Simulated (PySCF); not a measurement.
Löwdin shares of the frontier orbitals

Species: C5F3O2 (charge -1).
Geometry (GFN2-xTB, Å), atoms numbered from 1 in this order:
```xyz
10
C5F3O2 angstrom
O      2.7400    1.3377    0.6947
C      2.7610    0.4706   -0.1825
O      3.6318    0.0368   -0.9175
C      1.3374   -0.1150   -0.2819
C      0.1485   -0.2661   -0.0831
C     -1.2048   -0.5568    0.1326
F     -1.5048   -1.4988    1.0705
C     -2.2375   -0.0109   -0.5175
F     -3.5333   -0.3124   -0.3194
F     -2.1293    0.9195   -1.4712
```

Computed with TDDFT PBE0/def2-SVPD, vertical, gas phase, core orbitals frozen in the response (PySCF).

Frontier orbitals with the atoms that hold most of them (Löwdin shares over 4%, at most four atoms; ? is withheld):

| orbital | ε (eV) | atoms |
| --- | --- | --- |
| LUMO+2 | 3.44 | C8 38%, F10 18%, F9 16%, C5 7% |
| LUMO+1 | 2.87 | C4 18%, C6 18%, C5 14%, F7 14% |
| LUMO | 2.65 | ? |
| HOMO | -2.48 | ? |
| HOMO-1 | -3.02 | O3 58%, O1 16%, C2 12%, C4 11% |
| HOMO-2 | -3.17 | O1 45%, O3 41%, C2 13% |
| HOMO-3 | -3.98 | C4 19%, O1 17%, C8 14%, C5 12% |

**Question.** Give the leading atoms of the HOMO.

**Answer.** O1 (bonded to C) 47%; O3 (bonded to C) 16%; C5 (bonded to 2 C) 11%; C4 (bonded to 2 C) 9%. By element: oxygen 63%, carbon 20% or more.

**Question.** Which atoms hold the LUMO, and with what shares?

**Answer.** C8 (bonded to C and 2 F) 25%; C6 (bonded to 2 C and F) 20%; C4 (bonded to 2 C) 20%; C5 (bonded to 2 C) 12%.

**Question.** How does S1 compare with the orbital gap of 5.13 eV?

**Answer.** S1 is at 3.91 eV (f = 0.0002), 1.21 eV below the gap, made of HOMO→LUMO+1 (89%). Its leading pair isn't HOMO and LUMO; the energies of that pair differ by 5.35 eV. 

**Question.** One configuration dominates each of S1, S2, S4, S5 and S8. Which, and how do the shares of the two leading atoms of either orbital change from the occupied to the empty one?

**Answer.** 
- S1 (3.91 eV, f 0.0002), HOMO→LUMO+1 (89%): O1 47% → at most 14%, O3 16% → at most 14%, C4 9% → 18%, C6 at most 9% → 18%
- S2 (4.40 eV, f 0.176), HOMO→LUMO (87%): O1 47% → at most 12%, O3 16% → at most 12%, C8 at most 9% → 25%, C6 at most 9% → 20%
- S4 (4.65 eV, f 0.011), HOMO-1→LUMO (75%): O3 58% → at most 12%, O1 16% → at most 12%, C8 at most 3% → 25%, C6 at most 3% → 20%
- S5 (4.79 eV, f 0.0008), HOMO-2→LUMO (98%): O1 45% → at most 12%, O3 41% → at most 12%, C8 at most 2% → 25%, C6 at most 2% → 20%
- S8 (5.30 eV, f 0.028), HOMO-2→LUMO+1 (76%): O1 45% → at most 14%, O3 41% → at most 14%, C4 at most 2% → 18%, C6 at most 2% → 18%

One conformer stands for the species.
